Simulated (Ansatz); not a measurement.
Reaction (isomerisation): `C[SiH2][SiH](N)Cl` → `NC[SiH2][SiH2]Cl`

Computed with Ansatz on PBE0-D4/def2-TZVP structures; ΔE is electronic, products minus reactants. CCSD(T)/CBS is the MP2 limit (def2-TZVPP, def2-QZVPP) plus CCSD(T) − MP2 in def2-TZVPP, frozen cores. Functionals use def2-TZVPP. HSE06 is defined as in plane-wave codes. One conformer a species, not always the lowest.

```
   level  ΔE (kJ/mol)
HSE06-D4        154.5
BHLYP-D4        160.9
  B2PLYP        158.9
     PBE        150.2
```

Task: What does CCSD(T)/CBS give? (Estimate.)

Result: The calculation gave: +159.0 kJ/mol. The listed levels differ from it by -4.5, 1.9, -0.1, -8.8 kJ/mol.

Task: What do rigid-rotor, harmonic-oscillator terms from PBE0-D4/def2-TZVP frequencies (298.15 K, 1 bar) make of the CCSD(T)/CBS value? (Estimate.)

Result: Computed: ΔZPE = -1.0 kJ/mol, ΔH = +156.9 kJ/mol, ΔS = -1 J/(mol·K), ΔG = +157.3 kJ/mol. Modes under 50 cm⁻¹ make the entropy rough.

Largest T1 diagnostic among the species: 0.011.

From PBE to PBE0 (25 % exact exchange), in def2-TZVPP and without D4, ΔE moves by +3.0 kJ/mol. Leaving LDA and LC-ωPBE aside and taking each functional with its dispersion term where it has one, the values, not all of them listed here, spread over 12.7 kJ/mol, from revPBE-D4 to B97M-V. LDA lies +3.3 kJ/mol from PBE without D4.

CCSD(T)/CBS has its own doubt, a few kJ/mol and more with outer-core shells, so smaller differences from it don't rank the levels.
